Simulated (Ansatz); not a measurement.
Species: C$_{2}$H$_{7}$BO, SMILES `BCOC` (charge 0, multiplicity 1), formula C₂H₇BO.

### Question
How many basis functions does frozen-core CCSD(T)/cc-pVTZ // PBE0-D4/def2-TZVP (Ansatz, a quantum-chemistry and plane-wave program) use, how many core orbitals are frozen, and how many electrons are correlated?

### Answer
218 basis functions and 4 frozen orbitals, which leaves 24 correlated electrons. Core time is of the order of minutes.
